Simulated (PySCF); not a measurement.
## MoCl₂, quintet: structure and spectrum

All numbers come from PySCF, UPBE, basis Mo def2-SVP with ECP28, Cl def2-SVP (scalar-relativistic core potentials, no spin–orbit coupling, density fitting).

The structure is a minimum.

```
Point group                                                                   : C2v
Bond lengths                                                                  : Mo–Cl 2.280 Å (×2)
Bond angles                                                                   : Cl–Mo–Cl 133.0°
Spin squared ⟨S²⟩                                                             : 6.021
Principal quadrupole moments (Buckingham, traceless) about the centre of mass : -5.68, 1.92, 3.76 D Å
Rotational symmetry number                                                    : 2
Atomisation energy without zero-point energy                                  : 788 kJ/mol
Rotational constants                                                          : 0.5, 0.05514, 0.04967 cm⁻¹
Zero-point energy                                                             : 5.1 kJ/mol
Entropy at 298.15 K and 1 bar (electronic part: spin only)                    : 317.9 J/(mol K)
Highest occupied level (α)                                                    : -5.11 eV
Principal polarisabilities                                                    : 47.7, 55.6, 80.7 bohr³
Lowest empty level (α)                                                        : -4.47 eV
Heat capacity Cp at 298.15 K                                                  : 54.0 J/(mol K)
Dipole moment                                                                 : 1.79 D
Enthalpy at 298.15 K above 0 K                                                : 13.70 kJ/mol
```

Harmonic modes (masses in u: Mo 97.905, Cl 34.969):
```
symmetry  ω (cm⁻¹)  IR (km/mol)  μ (u)     type
      a1        65          2.9  43.41     bend
      a1       368         13.3  37.74  stretch
      b2       413         77.2  46.09  stretch
```

In C2v the vibrations span 2a1 + b2. Here b1 is antisymmetric to the molecular plane and b2 lies in it.

Charges (e):
| atom | Mulliken | Löwdin | polar tensor | spin (Mulliken) | Mayer order to Mo1 |
| --- | --- | --- | --- | --- | --- |
| Mo1 | 0.37 | -0.34 | 0.95 | 3.99 | – |
| Cl2,3 | -0.19 | 0.17 | -0.47 | 0.00 | 1.33 |

Mulliken populations on Mo1 (electrons outside its core potential): s 2.61, p 6.36, d 4.64, f 0.01.

Formally Mo is in oxidation state +2, d4, with 4 unpaired electrons (the high-spin count). The Mulliken spin on Mo is 3.99. The polar-tensor charge on Mo, 0.95, is far below the formal one.

This need not be the most stable arrangement of these atoms. Open d and f shells are described by one determinant, and the ground state may have another occupation or spin.

The final relaxation and frequency run took about 40 core-seconds on a shared host.
